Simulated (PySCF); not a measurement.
## Unknowns

Method: σ from GIAO-PBE0/pcSseg-1, GFN2-xTB structure, B3LYP/pcJ-1 coupling constants, in PySCF (isolated molecule, averaged over atoms made equivalent by symmetry, fast rotation or ring inversion, non-relativistic Hamiltonian, one computed conformer).

Shifts are taken against calculated references (same method and geometry level): 1H (σref 31.72) and 13C (σref 186.93) vs TMS. Multiplet labels drop J under 1 Hz and among equivalent protons, and merge close values. Unscaled 3J(H,H) run several per cent high. One-bond C–F couplings are unscaled and too large by tens of Hz. Shifts are as computed. Against solution values, carbons near 30 ppm lie about +3 ppm off and those near 130 ppm about +5 ppm (rms about the fit 2.1 ppm; single classes can miss by 10 ppm). Of 1328 compounds with measured shifts, 309 miss one by over three times the rms of a fit or turn the order of signals round; such compounds aren't used in these exercises. Signals without a measured value on file couldn't be tested in this way; 1H shifts scatter by 0.2 ppm about their fit, and single ones miss by 0.5 ppm. For the larger molecules the spin–dipole term is left out of H,H and C,H couplings.

(1) C₂H₃F₃O. 1H NMR (500 MHz, computed): δ 3.98 (s, 3H). 13C{1H} NMR (computed): δ 131.5 (C, q, J = 326.4 Hz), 56.1 (CH3, q, J = 3.2 Hz). Give a structure.

(2) C₇H₄FN. 1H NMR (600 MHz, computed): δ 8.00 (dd, J = 9.8, 4.8 Hz, 2H), 7.46 (dd, J = 9.8, 8.5 Hz, 2H). 13C{1H} NMR (computed): δ 175.1 (C, d, J = 323.7 Hz), 142.4 (CH, d, J = 6.5 Hz), 123.7 (C), 122.5 (CH, d, J = 18.9 Hz), 113.2 (C). Give a structure.

## Answers

(1) SMILES COC(F)(F)F. Rings plus π bonds: 0. 2 carbon signals for 2 carbons: no two carbons are equivalent. Carbon types of the structure: 1 × C, 1 × CH3, which accounts for all hydrogens. δC 131.5: CF3 carbon; 4 electronegative neighbours deshield it. δC 56.1: methyl carbon bonded to O; pulled downfield by the heteroatom. δH 3.98: hydrogen on a methyl carbon bonded to O; its carbon carries O, hence the downfield position.

The data come from this structure; uniqueness wasn't tested.

(2) SMILES N#Cc1ccc(F)cc1. The formula gives 6 degrees of unsaturation (1 ring in the answer). 5 carbon signals for 7 carbons: some carbons are equivalent by symmetry or fast rotation. Carbon types of the structure: 3 × C, 4 × CH, which accounts for all hydrogens. δC 175.1: aromatic carbon bearing fluorine; an ipso carbon deshielded by its heteroatom. δC 142.4, 122.5: aromatic CH. δC 123.7: nitrile carbon; C≡N carbons fall here, among the sp2 signals but without a proton. δC 113.2: substituted aromatic carbon. The protons at 8.00 and 7.46 share a coupling of 9.8 Hz (vicinal, an ortho-type coupling).

This is the structure that produced the data.
